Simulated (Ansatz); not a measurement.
CoSi2⁻, relaxed as a singlet with RKS PBE-D4/def2-TZVPD in Ansatz, starting from the GFN2-xTB geometry. Force threshold 0.02 eV/Å.

The restricted singlet is unstable: a solution with broken spin symmetry lies lower. The highest occupied level of the charge -1 singlet lies above zero (up to 1.11 eV). Its loss leaves the charge 0 doublet, which lies 1.09 eV higher (vertical, at PBE-D4/def2-TZVPD), but this difference is unsure: the doublet is doubtful (geometry relaxed on an unsound state). An occupied level of the charge -1 singlet lies above an empty one (by up to 0.40 eV), so this SCF solution is probably not the lowest. The relaxation made no stability test and no search for a lower SCF solution. At PBE-D4/def2-TZVPD a triplet of charge -1 lies 0.86 eV below the restricted singlet, each at its own geometry. The structure comes from a short search, and lower isomers may exist.

Start:

```xyz
3

Co   -0.195    0.792    0.413
Si    1.630   -0.256    0.250
Si   -1.435   -0.536   -0.662
```

Problem. Estimate the energy that the relaxation releases and the steps that it takes.

Solution. 22.6 kcal/mol, in 6 steps; 4.1 s on 4 threads of Intel Xeon Platinum 8375C on a shared host. No frequencies were taken in this run, so the end may be a saddle point.

Problem. Does the start keep its bonding and symmetry?

Solution. Bonds formed: Si2–Si3 (atoms count from 1). Point group C2v at the start, C2v at the end, both within 0.05 Å.

Problem. Predict the relaxed structure.

Solution. 
Cartesian coordinates in Å:
```
Co -0.252 1.021 0.532
Si 1.263 -0.407 0.072
Si -1.011 -0.614 -0.604
```
Bond lengths: 2 × Co–Si 2.13 Å; 1 × Si–Si 2.38 Å.
